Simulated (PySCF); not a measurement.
Frontier levels across methods

Compound: C₃H₈OSi.
Structure used (PBE0-D3(BJ)/def2-SVP), in Å, numbered top down from 1:
```
atom  x, y, z in Å
C1     2.0265    1.1989    0.4049
O2     1.1009    0.2864    0.9290
Si3    0.1249   -0.7101    0.0336
C4    -1.5814   -1.0059    0.6398
C5    -1.4859   -0.0872   -0.6200
H6     2.5040    1.7333    1.2401
H7     1.5449    1.9478   -0.2496
H8     2.8219    0.6964   -0.1753
H9     0.8845   -1.7495   -0.7054
H10   -1.9043   -0.5121    1.5635
H11   -2.0611   -1.9810    0.5001
H12   -1.9074   -0.4864   -1.5498
H13   -1.7619    0.9617   -0.4602
```

Basis pcSseg-2 throughout (PySCF), one geometry. Geometry: PBE0-D3(BJ)/def2-SVP, one conformer, isolated molecule.

Question: How do the orbital energies, the gap and the dipole change with the method?

Answer: 
```csv
method,kind,HOMO (eV),LUMO (eV),gap (eV),μ (D),SCF cycles
BLYP,GGA,-5.44,-0.25,5.19,1.02,16
B97-D,GGA,-5.53,-0.18,5.35,1.01,16
OPBE,GGA,-5.53,-0.12,5.41,0.94,16
PBE,GGA,-5.57,-0.31,5.26,0.98,16
KT2,GGA,-5.64,-0.40,5.24,0.96,15
KT3,GGA,-5.64,-0.39,5.25,0.96,16
BP86,GGA,-5.66,-0.28,5.38,1.00,16
LDA,LDA,-5.70,-0.51,5.19,1.02,15
B97-2,global hybrid,-6.48,0.48,6.96,1.07,13
B3LYP,global hybrid,-6.53,0.18,6.71,1.11,14
PBE0,global hybrid,-6.73,0.45,7.18,1.08,14
mPW1PW91,global hybrid,-6.76,0.44,7.20,1.09,14
BHandHLYP,global hybrid,-7.79,1.03,8.83,1.22,12
CAM-B3LYP,range-separated hybrid,-8.06,1.20,9.26,1.19,12
wB97X-D,range-separated hybrid,-8.58,2.12,10.70,1.14,13
LC-wPBE,range-separated hybrid,-9.39,2.32,11.71,1.22,13
HF,Hartree–Fock,-9.42,2.65,12.07,1.35,10
```

The HOMO spans 3.98 eV, from BLYP down to HF, and the gap runs from 5.19 eV (BLYP) to 12.07 eV (HF). Over the methods BLYP (0 %), B97-D (0 %), OPBE (0 %), PBE (0 %), KT2 (0 %), KT3 (0 %), BP86 (0 %), LDA (0 %), B97-2 (21 %), B3LYP (20 %), PBE0 (25 %), mPW1PW91 (25 %), BHandHLYP (50 %), HF (100 %), a straight line through the gap against the share of exact exchange rises by 0.69 eV for each 10 % (correlation coefficient 0.998). The dipole ranges from 0.94 D (OPBE) to 1.35 D (HF). This basis has no diffuse functions.
